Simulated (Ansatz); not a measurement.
Two structures of BH$_{2}$ClF$_{2}$, closed shell, reached by relaxing down either side of one saddle point (PBE0-D4/def2-TZVP). Energies are electronic, without zero-point energy. Program: Ansatz 0.2.0. Basis: def2-TZVPP and def2-QZVPP. Cores are frozen in the correlated methods. Extrapolation: Hartree–Fock as exp(−7.88 √X), correlation as X^−2.97. First:

B1  (-0.178, 0.649, -0.711)
Cl2  (0.042, 1.971, 0.400)
F3  (0.837, 0.177, -1.391)
F4  (-1.365, 0.122, -0.889)
H5  (0.383, -1.192, 1.552)
H6  (0.280, -1.727, 1.040)
(Å)

Second:

```
6
angstrom
B -0.1814 -0.6502 -0.8667
Cl 0.2581 1.6526 1.3124
F 0.7897 -0.2019 -1.6303
F -1.4075 -0.2564 -1.1295
H 0.5044 0.8894 2.3097
H 0.0366 -1.4335 0.0044
```

**Question.** Which bonds change from the first to the second?

**Answer.** BClF₂ ([F][B]([F])[Cl]) + H₂ → BHF₂ ([F][BH][F]) + HCl; bonds formed: B1–H6, Cl2–H5; bonds broken: B1–Cl2, H5–H6.

**Question.** Give the saddle point's structure and its height above each. (To be estimated.)

**Answer.** By the calculation: 178.4 kJ/mol above the first and 130.3 kJ/mol above the second (CCSD(T) at an estimated basis limit (MP2 extrapolated from triple and quadruple zeta, plus CCSD(T) − MP2 in triple zeta)).
B1  (-0.091, -0.124, -0.413)
Cl2  (0.179, 1.463, 0.944)
F3  (0.890, -0.094, -1.299)
F4  (-1.360, -0.150, -0.786)
H5  (0.235, -0.083, 1.021)
H6  (0.147, -1.012, 0.533)
(Å)

No T1 diagnostic of these runs exceeds 0.013. The start structure is not quite a true minimum (one mode of 27i cm⁻¹). The end structure is not quite a true minimum (one mode of 61i cm⁻¹).

Labels in which every atom is bracketed show which atoms are joined, not bond orders.

For scale, one of the runs: CCSD(T)/def2-TZVPP, 163 basis functions, launched by `ansatz run in.yaml --threads 2 --pin off --events-out ev --progress --plain --max-ram 4352MiB`. Time: 36 s of wall clock on 2 CPU threads of an AMD EPYC 7R43; the host was shared. Peak host memory: 1.3 GiB.
